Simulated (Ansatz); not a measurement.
`C[Se]P` + `[NH2][ZnH]` → `P[NH][ZnH]` + `C[SeH]` at 700 K and 1 bar (ligand exchange at a P–Se bond).

Calculated with Ansatz (gas phase, PBE0-D4/def2-TZVP geometries, no zero-point term in ΔE). CBS: MP2 limit from def2 TZ/QZ plus the TZ coupled-cluster correction, frozen cores. For Se, Zn outer-core shells are correlated without core-valence functions, which leaves a few kJ/mol of doubt a bond. Scalar relativity is left out up to krypton. One conformer a species, not always the lowest.

```
     species  CCSD(T)/CBS energy (Eh)  H − E (kJ/mol)  S (J/(mol·K))
    `C[Se]P`              -2782.70431           204.7          409.8
`[NH2][ZnH]`              -1834.88092           121.1          319.1
`P[NH][ZnH]`              -2176.41496           161.8          396.2
    `C[SeH]`              -2441.15625           157.6          325.3
```

H − E and S are ideal-gas, rigid-rotor, harmonic terms from PBE0-D4/def2-TZVP, for one conformer and one mirror image of each species. 1 Eh = 2625.50 kJ/mol, R = 8.31446 J/(mol·K).

Question: By hand: ΔE, ΔH, ΔS and ΔG.

Answer: ΔE = (-2176.41496) + (-2441.15625) − (-2782.70431) − (-1834.88092) = 0.01402 Eh = 36.8 kJ/mol. Δ(H − E) = 161.8 + 157.6 − 204.7 − 121.1 = -6.4, so ΔH = 30.4 kJ/mol. ΔS = 396.2 + 325.3 − 409.8 − 319.1 = -7.4 J/(mol·K). ΔG = 30.4 − 700 × (-7.4)/1000 = 35.6 kJ/mol.

Question: By hand: the equilibrium constant, and the temperature at which ΔG would vanish if ΔH and ΔS stayed fixed.

Answer: log₁₀ K = −ΔG/(RT ln 10) = -2.7. ΔH and −TΔS have one sign here, so there is no such temperature.

The number of gas molecules stays the same, so ΔS is small and ΔH decides. A doubt of 5 kJ/mol in ΔE shifts log₁₀ K by 0.4 here. Other conformers and mirror images would add mixing entropy, several J/(mol·K) or more a flexible species. These are equilibria of isolated gas molecules and say nothing of rates. Largest T1 diagnostic: 0.016 (customary marks: 0.02 for closed shells, 0.045 for open ones).

ΔS is within the doubt of such terms, so its sign, and with it that verdict, could turn.
